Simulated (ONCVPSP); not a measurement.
## Configuration tests for Cd (ONCV)

ONCVPSP 4.0.1 input, shortened (lines: element, Z, core and valence counts, functional; n l f; lmax; l rc ep ncon nbas qcut; lloc lpopt rc5 dvloc0; l nproj debl; icmod fcfact rcfact), LDA (Perdew-Wang 92), scalar-relativistic:

```
  Cd 48.00    6    4  -001012      upf
    1    0    2.00
    2    0    2.00
    2    1    6.00
    3    0    2.00
    3    1    6.00
    3    2   10.00
    4    0    2.00
    4    1    6.00
    4    2   10.00
    5    0    2.00
    2
    0    1.65    0.00    4    7    7.10
    1    1.40    0.00    4    8    9.30
    2    1.75    0.00    3    8    8.00
    4    4    0.95    0.00
    0    2    0.80
    1    2    2.60
    2    2    2.30
    3    5.00    1.25
```

Energies are relative to the spin-unpolarised reference configuration 4s2 4p6 4d10 5s2; without spin polarisation the order of configurations can differ from experiment.

```
valence configuration  charge  ΔE all-electron (eV)  error AE − PS (meV)
     4s2 4p6 4d10 5s1      +1                 9.622                 -2.1
      4s2 4p6 4d9 5s0      +3                65.397                 -9.4
```

(1) What are ΔE and the potential's error for 4s2 4p6 4d10 5s0?

(2) What are ΔE and the potential's error for 4s1 4p6 4d10 5s2?

Levels in the configuration 4s2 4p6 4d10 5s0:

```tsv
level	all-electron (eV)	pseudo (eV)
4s	-124.859	-124.982
4p	-86.023	-86.072
4d	-30.710	-30.723
```

## Answers

(1) ΔE = 27.136 eV all-electron; the error (AE − PS) is -8.8 meV.

(2) ΔE = 113.452 eV all-electron; the error (AE − PS) is -637 meV.
